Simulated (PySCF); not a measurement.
**First hyperpolarisability: `c1cccc(C(C)C)c1Br`, C9H11Br**

Geometry:
| atom | x (Å) | y (Å) | z (Å) |
| --- | --- | --- | --- |
| C1 | -1.718 | 1.115 | 0.112 |
| C2 | -0.920 | 0.133 | 0.975 |
| C3 | -1.428 | 0.119 | 2.412 |
| C4 | 0.561 | 0.425 | 0.858 |
| C5 | 1.211 | 1.270 | 1.767 |
| C6 | 2.563 | 1.583 | 1.656 |
| C7 | 3.315 | 1.047 | 0.614 |
| C8 | 2.703 | 0.206 | -0.310 |
| C9 | 1.347 | -0.091 | -0.185 |
| Br10 | 0.589 | -1.232 | -1.500 |
| H11 | -1.395 | 1.074 | -0.938 |
| H12 | -1.580 | 2.147 | 0.471 |
| H13 | -2.793 | 0.880 | 0.148 |
| H14 | -1.076 | -0.875 | 0.557 |
| H15 | -0.822 | -0.540 | 3.051 |
| H16 | -1.428 | 1.125 | 2.861 |
| H17 | -2.467 | -0.242 | 2.439 |
| H18 | 0.635 | 1.695 | 2.592 |
| H19 | 3.029 | 2.246 | 2.388 |
| H20 | 4.378 | 1.279 | 0.517 |
| H21 | 3.274 | -0.226 | -1.134 |

The calculation used PySCF, quadratic response CAM-B3LYP/def2-SVPD first hyperpolarisability, Taylor convention, gas phase. Geometry: PBE0-D3(BJ)/def2-SVP.

The calculation is non-relativistic, which matters for the atoms heavier than Zn.

(1) Give β for the processes computed.

(2) Which lowest excitations, dipole and polarisabilities go with it?

Answers

(1) In au, Taylor convention; the vector part is βᵢ = ⅓ Σⱼ (βᵢⱼⱼ + βⱼᵢⱼ + βⱼⱼᵢ); β∥ is 3/5 of the vector part along the dipole, the dipole points from − to +:
```
                   process  λ (nm)  β vector norm    β∥  β HRS  depolarisation ratio
           static β(0;0,0)       ∞           53.4  10.1   29.0                  2.78
second harmonic β(−2ω;ω,ω)    1907           56.6   8.4   30.8                  2.79
         Pockels β(−ω;ω,0)    1907           54.4   9.6      –                     –
second harmonic β(−2ω;ω,ω)    1064           66.2   3.2   35.8                  2.88
         Pockels β(−ω;ω,0)    1064           56.9   8.2      –                     –
```

(2) S1 5.27 eV (f = 0.003); S2 5.74 eV (f = 0.000); S3 5.84 eV (f = 0.068); dipole 1.51 D; isotropic α 125.6 au static, 126.0 au at 1907 nm, 126.9 au at 1064 nm, 127.3 au at 953.5 nm, 131.4 au at 532 nm.
